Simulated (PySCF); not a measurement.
# Computed properties of HgCl₂, SMILES [Cl][Hg][Cl]

HgCl2, SMILES [Cl][Hg][Cl]. Coordinates come from a B3LYP-D3(BJ)/def2-TZVP optimisation. The isomer is the one that the SMILES or the coordinates give; other isomers of the formula were not compared. The def2 effective core potentials stand for the cores of Hg; spin–orbit coupling is left out. The values are those of a single conformer. All values are computed for the isolated molecule unless a solvent is named; none is compared with measurement here.

**Structure.** The optimised structure has D∞h symmetry. All 4 harmonic modes at B3LYP-D3(BJ)/def2-TZVP (PySCF) are real, so it is a minimum. With heavy atoms numbered as in [Hg:1]([Cl:2])[Cl:3], the shortest bond between them is Hg1–Cl2 at 2.285 Å and the longest Hg1–Cl3 at 2.285 Å.

**Vibrations.** The strongest infrared lines (harmonic, unscaled, degenerate partners summed) lie at 392 cm⁻¹ (54 km/mol, Cl 74 %, Hg 26 %), 96 cm⁻¹ (8 km/mol, Cl 74 %, Hg 26 %). The softest mode is at 96 cm⁻¹ and the zero-point energy is 1.3 kcal/mol.

**Electronic structure.** ωB97X/def2-TZVPD (PySCF) places the frontier levels at -11.38 and -0.48 eV, a gap of 10.90 eV, and gives a dipole moment of 0.00 D and a mean polarisability of 60.5 bohr³. PBE/def2-TZVPD (PySCF) at the same geometry gives -7.60 and -3.50 eV, so its gap is 6.80 eV narrower. An orbital gap is neither the optical nor the fundamental gap.

**Excitations.** TDDFT-B3LYP/def2-SVPD (PySCF) has S1 at 4.63 eV (268 nm, f = 0.000, dark); the most intense of the 10 singlets computed lies at 6.62 eV (f = 0.13). Strengths of degenerate partners are summed. T1 (TDA) is at 4.20 eV. TDDFT-PBE/def2-SVPD (PySCF) puts S1 at 4.27 eV. No vertical singlet excitation falls in the visible range (under 3.1 eV).
